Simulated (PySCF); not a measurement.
Ge(Cl)(NH2) (ClGeH2N), SMILES [NH2][Ge][Cl] (connectivity only; charge and spin as stated), neutral, multiplicity 1.

Coordinates come from a B3LYP-D3(BJ)/def2-TZVP optimisation. The values are those of a single conformer.

Vertical ionisation energy (IE) and electron affinity (EA) in eV. Rows of orbital energies are one-electron estimates. Where ΔSCF, EOM or ADC give a negative EA the extra electron is unbound and the value depends on the basis.

```
level                                          IE    EA
-------------------------------------------  ----  ----
−ε(HOMO), −ε(LUMO), PBE0/def2-TZVPD (PySCF)  7.64  1.95
ADC(2)/aug-cc-pVDZ (PySCF)                   9.47  0.13
```

Beyond the first one, list the lowest photoelectron lines from ADC(2)/aug-cc-pVDZ (PySCF) with their pole strengths (two spins summed). (Estimate from the structure and the level; the computed values follow.)

9.56 eV (1.72), 10.78 eV (1.78), 11.05 eV (1.77), 12.61 eV (1.75), 16.01 eV (1.70).
